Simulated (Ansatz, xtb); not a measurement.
FH5NSi2: which of two isomers lies lower

Structure I: `F[SiH]N[SiH3]`, a doublet. Structure II: `F[SiH2]N[SiH2]`, a doublet. Both are isolated molecules in the gas phase, relaxed with r2SCAN-D4/def2-SVP, each in the lowest conformer that the search found.

Question: Estimate E(II) − E(I) at the level CCSD(T)/def2-SVP + ΔMP2/def2-TZVPP.

Answer: Calculated at CCSD(T)/def2-SVP + ΔMP2/def2-TZVPP: E(II) − E(I) = −4.4 kcal/mol, so structure II lies lower.

Level by level:

| level | geometry | E(II) − E(I) (kcal/mol) | departure from the last row (kcal/mol) | job, with rough time for the two |
| --- | --- | --- | --- | --- |
| r2SCAN-D4/def2-SVP | r2SCAN-D4/def2-SVP | −4.3 | +0.1 | optimisation, 1.7 min |
| HF/def2-SVP | r2SCAN-D4/def2-SVP | −4.7 | −0.3 | part of the CCSD(T) run |
| MP2/def2-SVP | r2SCAN-D4/def2-SVP | −4.8 | −0.4 | part of the CCSD(T) run |
| CCSD(T)/def2-SVP | r2SCAN-D4/def2-SVP | −5.0 | −0.6 | single point |
| CCSD(T)/def2-SVP + ΔMP2/def2-TZVPP | r2SCAN-D4/def2-SVP | −4.4 |  | single point, 20 s |

As drawn, both hold the same kinds of bond in the same numbers.

None of the levels shown reverses the order. The largest departure from CCSD(T)/def2-SVP + ΔMP2/def2-TZVPP is that of CCSD(T)/def2-SVP, 0.6 kcal/mol. Levels run at GFN2-xTB geometries aren't shown. The last row adds to CCSD(T) the change of the MP2 difference between the two basis sets, here +0.6 kcal/mol.

With harmonic frequencies from r2SCAN-D4/def2-SVP (ideal gas, rigid rotor, one conformer each, 298.15 K, 1 atm): on the last row, ΔE + ΔZPE = −4.2 kcal/mol. A mode under 50 cm⁻¹ makes harmonic enthalpies and free energies unreliable, so none is given.

Open shells are spin-unrestricted. The correlated steps freeze 12 core orbitals. Programs: Ansatz 0.2.0; the last row on 2 threads of Intel(R) Xeon(R) 6975P-C (Granite Rapids) on a shared host.
